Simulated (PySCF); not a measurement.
H6N2OSn, SMILES [NH2][SnH]([NH2])[OH].

The structure is a stationary point at PBE0-D3(BJ)/def2-SVP. The structure was generated by enumeration; whether it is a known compound was not checked. The def2 effective core potentials stand for the cores of Sn; spin–orbit coupling is left out. Other conformers were not sampled.

Two levels are set side by side: PBE/def2-TZVP (PySCF) and ωB97X/def2-TZVP (PySCF). Same geometry, gas phase. Differences are taken from unrounded values.

| quantity | ωB97X |
|---|---|
| orbital gap (eV) | 11.56 |
| highest occupied level (eV) | -9.86 |
| lowest empty level (eV) | 1.70 |
| dipole moment (D) | 1.28 |
| mean polarisability (bohr³) | 55.7 |

Problem. What does PBE give, and how far is it from ωB97X? (The exact figures need the calculation; the answer reports its results.)

Solution. 
```json
[
 {"quantity": "orbital gap (eV)", "PBE": "4.64", "PBE minus ωB97X": "-6.91"},
 {"quantity": "highest occupied level (eV)", "PBE": "-5.93", "PBE minus ωB97X": "3.93"},
 {"quantity": "lowest empty level (eV)", "PBE": "-1.29", "PBE minus ωB97X": "-2.98"},
 {"quantity": "dipole moment (D)", "PBE": "1.28", "PBE minus ωB97X": "-0.01"},
 {"quantity": "mean polarisability (bohr³)", "PBE": "59.9", "PBE minus ωB97X": "4.2"}
]
```

Without exact exchange PBE keeps part of each electron's self-repulsion, which lifts occupied levels and narrows the gap. Loosely held outer electrons make PBE densities more polarisable. Differences between two approximate levels are no errors against the true value.

Rough cost on one machine, each run with all the roots and properties that it gave: ωB97X against PBE within a factor of 2.
